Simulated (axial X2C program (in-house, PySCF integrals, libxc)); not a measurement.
# GeO⁻: properties at the nuclei

Calculated with an in-house all-electron X2C program for linear molecules (integrals from PySCF): two-component X2C with atomic mean-field Coulomb and Gaunt terms, Gaussian nuclei, basis Ge dyall-acv3z, O dyall-av3z with contracted cores.

R = 1.671 Å (near the PBE0 minimum at charge -1 of the determinant lowest at the starting distance; the state shown can have its own minimum elsewhere).

Determinant lowest in the PBE0 search, Ω = 1/2 (⟨Sz⟩ = -0.50, ⟨Lz⟩ = 1.00 at PBE0), spin on the atoms Ge -0.48, O -0.02:

```tsv
level	Eeff magnitude (GV/cm)	Ws magnitude Ge (kHz)	A∥/gI Ge (MHz)	qzz Ge (a.u.)	A∥/gI O (MHz)	qzz O (a.u.)
PBE0	0.111	0.121	786	-3.28	187	0.07
HF	0.3	0.284	884	-4.04	138	0.15
r2SCAN	0.184	0.187	814	-3.13	169	0.01
LDA	0.00684	0.0294	697	-3.07	197	0.01
PBE	0.0702	0.083	711	-3.09	181	0.02
```

Determinant 0.05 eV from it at PBE0 and this distance, Ω = 3/2 (⟨Sz⟩ = 0.50, ⟨Lz⟩ = 1.00 at PBE0), spin on the atoms Ge 0.49, O 0.01:

```json
{"level": "PBE0", "Eeff magnitude (GV/cm)": "0.148", "Ws magnitude Ge (kHz)": "0.0499", "A∥/gI Ge (MHz)": "43.5", "qzz Ge (a.u.)": "-3.37", "A∥/gI O (MHz)": "50.6", "qzz O (a.u.)": "0.05"}
{"level": "HF", "Eeff magnitude (GV/cm)": "0.397", "Ws magnitude Ge (kHz)": "0.121", "A∥/gI Ge (MHz)": "1.88", "qzz Ge (a.u.)": "-4.15", "A∥/gI O (MHz)": "63.7", "qzz O (a.u.)": "0.13"}
{"level": "r2SCAN", "Eeff magnitude (GV/cm)": "0.223", "Ws magnitude Ge (kHz)": "0.0722", "A∥/gI Ge (MHz)": "22", "qzz Ge (a.u.)": "-3.21", "A∥/gI O (MHz)": "50.7", "qzz O (a.u.)": "-0.01"}
{"level": "LDA", "Eeff magnitude (GV/cm)": "0.0384", "Ws magnitude Ge (kHz)": "0.0178", "A∥/gI Ge (MHz)": "72.7", "qzz Ge (a.u.)": "-3.16", "A∥/gI O (MHz)": "42.3", "qzz O (a.u.)": "0.00"}
{"level": "PBE", "Eeff magnitude (GV/cm)": "0.1", "Ws magnitude Ge (kHz)": "0.0353", "A∥/gI Ge (MHz)": "41.7", "qzz Ge (a.u.)": "-3.17", "A∥/gI O (MHz)": "43.9", "qzz O (a.u.)": "0.01"}
```

Eeff is the effective electric field on the electron electric dipole moment in this Ω state and Ws the scalar–pseudoscalar constant of the nucleus named (defined with the proton number Z and per Ω); A∥ (defined per Ω) follows by multiplying with gI = μI/(I μN); qzz is the electric field gradient, eQq0 = 234.96 MHz × Q/barn × qzz. The operators were transformed with the bare-nucleus X2C matrices; with these basis sets, hyperfine constants and field gradients can be off by tens of per cent, and where levels differ in sign neither size nor sign is settled.

(1) With gI(73Ge) = -0.1954, Q(73Ge) = -0.196 barn, gI(17O) = -0.7575 (g factors from the IAEA table of nuclear moments by Stone; Q from Pyykkö, Mol. Phys. 2018), turn the PBE0 values of the first state into constants in MHz.

Each state is one determinant with collinear spin. Unrestricted Hartree–Fock can overshoot spin polarisation at the nuclei. For an anion, determinants above electron detachment, or with a positive highest level, are held by the basis set. Where Eeff spreads by more than a factor of two the levels disagree and none is to be relied on. The search compared states at one distance, so a state with another bond length can lie lower. Where a field gradient or hyperfine factor spreads by more than a factor of two over the levels, a constant derived from it is not to be relied on. PBE0 term energies can be off by some tenths of an eV.

Answers

(1) A∥(73Ge) = 786 × -0.1954 = -154 MHz; eQq0(73Ge) = 234.96 × (-0.196) × (-3.28) = 151 MHz; A∥(17O) = 187 × -0.7575 = -142 MHz.
